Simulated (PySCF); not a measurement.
CBr3, SMILES Br[C](Br)Br, multiplicity 2.

Geometry optimised at PBE-D3(BJ)/def2-SVP. The isomer is the one that the SMILES or the coordinates give; other isomers of the formula were not compared.

Two levels are set side by side: PBE/def2-TZVP (PySCF) and ωB97X/def2-TZVP (PySCF). Same geometry, gas phase. Differences are taken from unrounded values.

```
quantity                      PBE
---------------------------  ----
α-spin orbital gap (eV)      2.17
β-spin orbital gap (eV)      3.33
dipole moment (D)            0.23
mean polarisability (bohr³)  74.5
```

**Question.** These are the PBE values. What does ωB97X give? (An estimate is asked for; the answer gives what the named calculation found.)

**Answer.** 
```
quantity                     ωB97X  PBE minus ωB97X
---------------------------  -----  ---------------
α-spin orbital gap (eV)       8.96            -6.79
β-spin orbital gap (eV)       9.99            -6.66
dipole moment (D)             0.19             0.03
mean polarisability (bohr³)   70.1              4.4
```

Loosely held outer electrons make PBE densities more polarisable. Differences between two approximate levels are no errors against the true value.

Rough cost on one machine, each run with all the roots and properties that it gave: ωB97X against PBE within a factor of 2.
